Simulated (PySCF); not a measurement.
Ruthenium: a sound run and one with changed settings

Sound run: Ru [Kr] 4d7 5s1, Ru⁺ [Kr] 4d7. All numbers are calculated (PySCF 2.14, the spin-free X2C one-electron Hamiltonian (Gaussian nucleus), in x2c-SVPall (6s5p5d1f, 53 functions)). The sound run starts from symmetry-adapted Hartree-Fock orbitals and uses a fine grid where one is needed.

Changed run: radial step 0.3 in ln r (0.13 in the sound run). This setting is unsound on purpose.

```csv
species,method,sound run (hartree),changed run (hartree),converged
Ru,UHF,-4527.56940,-4527.56940,yes
Ru,PBE,-4529.50534,-4529.50556,yes
Ru,M06-2X,-4530.22616,-4530.10001,yes
Ru⁺,UHF,-4527.33776,-4527.33776,yes
Ru⁺,PBE,-4529.22079,-4529.22099,yes
Ru⁺,M06-2X,-4529.96250,-4529.83371,yes
```

Ionisation energy of Ru:

```tsv
method	sound run (eV)	changed run (eV)
UHF	6.303	6.303
PBE	7.743	7.744
M06-2X	7.174	7.246
```

A coarse radial grid mis-integrates the density and the exchange-correlation energy, with errors of either sign; Hartree-Fock needs no grid.

For comparison, NIST gives 7.361 eV between the lowest levels.
